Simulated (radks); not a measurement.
Values are calculated unless marked as measured or tabulated.
Q: These are the eigenvalues of the occupied orbitals of an atom or ion with whole-number occupations (eV). Code: a radial shooting solver on a logarithmic mesh with Libxc functionals. Model: scalar-relativistic Kohn-Sham, LDA (Slater exchange, VWN5 correlation), spin-polarised, spherical densities, finite nucleus; Fermi nuclear charge, rms radius of each element as measured or else 0.836 A^(1/3) + 0.57 fm.

orbital  eigenvalue
1s        -54709.60
2s        -10036.92
2p        -9036.428
3s        -3055.602
3p        -2748.075
3d        -2359.076
4s        -1339.792
4p        -1226.753

Which element is it, and in what charge state? The configuration may be excited. Open shells, if any, are filled with parallel spins first.

A: Z = 66, dysprosium, charge +30: Dy30+ in [Kr]. The list shows which subshells hold electrons but not how many an open one holds; the 1s level, -2010.5 hartree, gives Z - s = 63.4 by -(Z - s)^2/2, which with screening and relativity narrows Z to a few neighbours, and the depths of the outer levels then fix element, charge and occupations together.
